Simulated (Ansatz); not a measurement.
Start from `NC(N)=S` and change one atom or group to get `N[C](=S)[ZnH]`.

Ansatz, PBE0-D4/def2-TZVP geometries, multiplicity 1. Each molecule was computed in one conformer, which needn't be the lowest.

Scalar relativity is left out up to krypton.

```tsv
property	`NC(N)=S`
ideal-gas entropy at 298 K and 1 bar (rigid rotor, harmonic PBE0-D4/def2-TZVP) / J/(mol·K)	287
HOMO energy (PBE/def2-TZVPP) / eV	-4.81
LUMO energy (PBE/def2-TZVPP) / eV	-1.02
HOMO–LUMO gap (B3LYP/def2-TZVPP) / eV	5.44
HOMO–LUMO gap (ωB97M-V/def2-TZVPP) / eV	10.04
HOMO–LUMO gap (PBE0/def2-TZVPP) / eV	5.91
```

Q: Give the same properties after the change, and the shifts. (Estimate.)

A: The calculation gave: 
| property | `N[C](=S)[ZnH]` | shift |
| --- | --- | --- |
| ideal-gas entropy at 298 K and 1 bar (rigid rotor, harmonic PBE0-D4/def2-TZVP) / J/(mol·K) | 320 | 33 |
| HOMO energy (PBE/def2-TZVPP) / eV | -5.10 | -0.29 |
| LUMO energy (PBE/def2-TZVPP) / eV | -2.24 | -1.22 |
| HOMO–LUMO gap (B3LYP/def2-TZVPP) / eV | 4.41 | -1.03 |
| HOMO–LUMO gap (ωB97M-V/def2-TZVPP) / eV | 8.85 | -1.19 |
| HOMO–LUMO gap (PBE0/def2-TZVPP) / eV | 4.83 | -1.08 |

With PBE0 the HOMO falls by 0.15 eV and the LUMO falls by 1.24 eV, so the gap narrows by about 1.09 eV. PBE moves the HOMO by -0.29 eV and ωB97M-V by -0.07 eV. The zero-point energy changes by -55.9 kJ/mol with -3 modes.

B3LYP here is the variant with VWN-RPA as its local correlation; programs differ in this.
